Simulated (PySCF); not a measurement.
# Removal energies of Pb⁴⁺ from EOM-IP-GCCSD

Reference: closed-shell Pb⁴⁺, [Xe] 4f14 5d10; one electron is removed. Calculated with PySCF 2.14, two-component X2C-1e with screened spin-orbit coupling, x2c-TZVPPall-2c with one added diffuse shell each of s, p, d, f type (12s12p10d4f, 126 functions); frozen [Kr] 4d10 4f14; the 26 highest virtual spinors dropped; of the others 110 kept and the rest restored at second order. No Breit or QED terms. Binding energies in eV.

```tsv
level	Koopmans	second order	EOM-CCSD
5d3/2	71.585	70.324	70.903
5d5/2	68.597	67.480	68.020
```

In EOM-CCSD the overlap with the one-orbital guess is low for 5d5/2 (weight 0.76). That can mean mixing with two-hole, one-particle states, where second order and EOM-CCSD lose accuracy, or only a rotation among the degenerate components of the shell; the terms of those configurations are not listed.

For comparison, the ionisation energy of Pb⁴⁺ is 68.8 ± 0.5 eV (semi-empirical (NIST evaluation); NIST Atomic Spectra Database, ionization energies).

Only part of the computed levels is shown.
